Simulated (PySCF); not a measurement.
One entry of a table of gas-phase calculations, keyed by method. Lists by class give the value and the number of equivalent atoms.

```json
{
 "formula": "C5H8Cl2O",
 "smiles": "ClC(Cl)[C@H]1CCOC1",
 "inchi": "InChI=1S/C5H8Cl2O/c6-5(7)4-1-2-8-3-4/h4-5H,1-3H2/t4-/m0/s1",
 "charge": 0,
 "multiplicity": 1,
 "geometry_level": "GFN2-xTB",
 "atoms_angstrom": [
  ["Cl", 2.865, 1.117, -0.544],
  ["C", 1.688, 0.18, 0.405],
  ["Cl", 2.522, -1.238, 1.085],
  ["C", 0.514, -0.241, -0.468],
  ["C", -0.527, -1.037, 0.342],
  ["C", -1.715, -0.063, 0.477],
  ["O", -1.225, 1.213, 0.125],
  ["C", -0.295, 0.998, -0.904],
  ["H", 1.365, 0.806, 1.24],
  ["H", 0.891, -0.798, -1.326],
  ["H", -0.82, -1.946, -0.179],
  ["H", -0.133, -1.315, 1.317],
  ["H", -2.11, 0.002, 1.491],
  ["H", -2.527, -0.351, -0.206],
  ["H", -0.809, 0.784, -1.852],
  ["H", 0.307, 1.899, -1.016]
 ],
 "electronic_structure_code": "PySCF",
 "results": {
  "GFN2-xTB geometry": {
   "point_group": "C1",
   "rotational_constants_GHz": [2.162, 1.037, 0.757]
  },
  "PBE0/pcSseg-1 ground state and GIAO shieldings, non-relativistic": {
   "dipole_D": 2.15,
   "homo_eV": -7.69,
   "lumo_eV": 0.11,
   "shift_vs_computed_TMS_C_by_class_ppm": [
    [90.7, 1],
    [75.2, 1],
    [71.8, 1],
    [57.7, 1],
    [33.1, 1]
   ],
   "shift_vs_computed_TMS_H_by_class_ppm": [
    [5.51, 1],
    [4.32, 1],
    [4.26, 1],
    [3.66, 1],
    [3.55, 1],
    [2.55, 1],
    [2.02, 1],
    [2.0, 1]
   ],
   "shielding_other_nuclei_by_class_ppm": [
    ["O", 275.8, 1],
    ["Cl", 674.3, 1],
    ["Cl", 690.2, 1]
   ],
   "charges_hirshfeld_e_by_atom": [-0.04, 0.04, -0.04, -0.05, -0.08, 0.0, -0.15, 0.0, 0.05, 0.04, 0.05, 0.03, 0.05, 0.03, 0.04, 0.04]
  }
 }
}
```

The rotational constants make it an asymmetric top with κ = (2B − A − C)/(A − C) = -0.60, nearer the prolate limit (−1). In atomic units the dipole is 0.85 e·bohr (1 au = 2.5417 D).

The shieldings hold no spin–orbit term; for a carbon that bears several chlorines this term is known to matter.

For the NMR shielding job (PBE0/pcSseg-1), time: 34 s wall. Hardware: one thread, x86-64 server, no GPU (shared host).

One conformer stands for the species.
